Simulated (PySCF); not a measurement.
CH12N2Si3, SMILES [SiH3]N[SiH](C)N[SiH3].

Geometry optimised at r2SCAN-D4/def2-SVP. The values are those of a single conformer.

All values below come from TDA-PBE0/def2-SVPD (PySCF 2.14.0).

Vertical excitations. Isolated molecule, no solvent.

Computed lowest excited states:
```
state  energy (eV)  λ (nm)      f                          main pairs
-----  -----------  ------  -----  ----------------------------------
S1            6.12     203  0.014                      HOMO→LUMO 91 %
S2            6.38     194  0.012  HOMO−1→LUMO 55 %, HOMO→LUMO+1 41 %
S3            6.68     186  0.017  HOMO→LUMO+1 52 %, HOMO−1→LUMO 35 %
S4            6.98     178  0.059                    HOMO→LUMO+2 84 %
S5            7.11     174  0.081                  HOMO−1→LUMO+1 75 %
S6            7.23     171  0.016                    HOMO→LUMO+3 73 %
T1            5.86     212      0                      HOMO→LUMO 78 %
T2            6.04     205      0  HOMO−1→LUMO 49 %, HOMO→LUMO+1 42 %
```
Triplets are in the Tamm–Dancoff approximation.
